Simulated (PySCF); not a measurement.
**Excitation energy of He⁺ by level of theory**

He⁺ 1s1 (2S) → He⁺ 2p1 (2P), as a difference of total energies. Calculation: PySCF 2.14, in x2c-TZVPPall with one added diffuse shell each of s, p type (4s3p1d, 18 functions); scalar relativity by spin-free X2C-1e. The calculations carry no spin-orbit coupling.

```json
{"method": "UHF", "excitation energy (eV)": "41.144"}
{"method": "LDA", "excitation energy (eV)": "39.378"}
{"method": "PBE", "excitation energy (eV)": "40.238"}
{"method": "PBE0", "excitation energy (eV)": "40.457"}
{"method": "r2SCAN", "excitation energy (eV)": "40.606"}
{"method": "wB97X", "excitation energy (eV)": "40.459"}
{"method": "BLYP", "excitation energy (eV)": "40.248"}
{"method": "B3LYP", "excitation energy (eV)": "40.394"}
{"method": "PW91", "excitation energy (eV)": "40.327"}
```

Problem. Which method comes closest to the reference value, and which is furthest?

Solution. The reference is 40.814 eV (measured; NIST levels, between the centres of gravity of the two terms). Closest: r2SCAN (error -0.208 eV); furthest: LDA (error -1.436 eV).
